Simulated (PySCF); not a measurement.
Working out the ionisation energy of Ar⁺

Ar⁺ [Ne] 3s2 3p5 (2P) → Ar²⁺ [Ne] 3s2 3p4 (3P). All numbers are calculated (PySCF 2.14, no relativity, point nucleus, in aug-cc-pV(T+d)Z with one added diffuse shell each of s, p, d, f type (7s6p5d3f, 71 functions)). Frozen: [Ne]. Energies in hartree (1 hartree = 27.21139 eV):

```tsv
part	Ar⁺ (lower)	Ar²⁺ (upper)
UHF	-526.278294	-525.309120
MP2 opposite-spin	-0.130252	-0.102079
MP2 same-spin	-0.038721	-0.030147
```

Q: What does Hartree-Fock give?

A: (-525.309120) − (-526.278294) = 0.969174 hartree = 26.373 eV.

Q: What do MP2 and SCS-MP2 (6/5 opposite-spin, 1/3 same-spin) give?

A: The opposite-spin parts differ by 0.767 eV and the same-spin parts by 0.233 eV. MP2: 26.373 + (0.767) + (0.233) = 27.373 eV. SCS-MP2: 26.373 + 1.2 × (0.767) + (0.233)/3 = 27.371 eV.

A first-order spin-orbit estimate adds -0.007 eV to MP2 (valence), giving 27.366 eV against 27.630 eV (measured; NIST Atomic Spectra Database, ionization energies).

What remains against the reference includes basis incompleteness, the frozen core and correlation beyond second order.
